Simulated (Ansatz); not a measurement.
A run for Ansatz (an electronic-structure program): U-B2PLYP/def2-TZVPP on CH4Si (SMILES C=[SiH2]), 2S+1 = 3, a spin state set in the input, which need not be the lowest.

Ansatz 0.2 input:
```yaml
crystal:
  periodic: [false, false, false]
  atoms:
    - {symbol: C, position_ang: [-1.21423824, -0.10700292, 0.15043689]}
    - {symbol: Si, position_ang: [0.59498014, 0.08779045, -0.15268897]}
    - {symbol: H, position_ang: [-1.97143807, 0.18899585, -0.56590681]}
    - {symbol: H, position_ang: [-1.60569590, -0.53190751, 1.07092100]}
    - {symbol: H, position_ang: [1.30238485, -1.22346543, -0.12811610]}
    - {symbol: H, position_ang: [1.23045650, 0.97932838, 0.85812611]}
basis:
  gaussian:
    orbitals: def2-TZVPP
hamiltonian:
  xc: {name: B2PLYP}
magnetization: {spin_polarized: true, initial_magnetization: 2}
correlation: {electrons: outside_noble_gas}
```

The log:

```
WARN ansatz: RAYON_NUM_THREADS=1 ignored (pool sized by the plan → 1); use --threads N
Functional definition: B2PLYP
integrals: 0.11 GiB planned
734 factors; integrals over basis functions are off by at most 1.2e-3 eV
mean field: 0.49 GiB planned
mean field evaluation 1: about -8968.1017 eV, gradient 2.1e1 eV
mean field evaluation 2: about -8968.1669 eV, gradient 2.1e1 eV
mean field evaluation 4: about -8970.5087 eV, gradient 1.4e0 eV
mean field evaluation 8: about -8970.5404 eV, gradient 4.6e-2 eV
mean field evaluation 16: about -8970.5404 eV, gradient 6.8e-5 eV
mean field -8970.54043953 eV, -329.6612807020 hartree, gradient 4.8e-6 eV, S^2 2.007015; 0 other end points of the search recorded, 0 dependent functions left out
6 core orbitals not correlated
reference -8970.54058291 eV, -329.6612859710 hartree; 7, 5 occupied and 116, 118 virtual orbitals, 734 factors
second order -8.37548211 eV of doubles, -0.00000000 eV of singles
Total energy: -8972.80196307 eV, -329.7443901594 hartree
```

Self-consistency was reached.

Cost: around 6 core-seconds (rough).
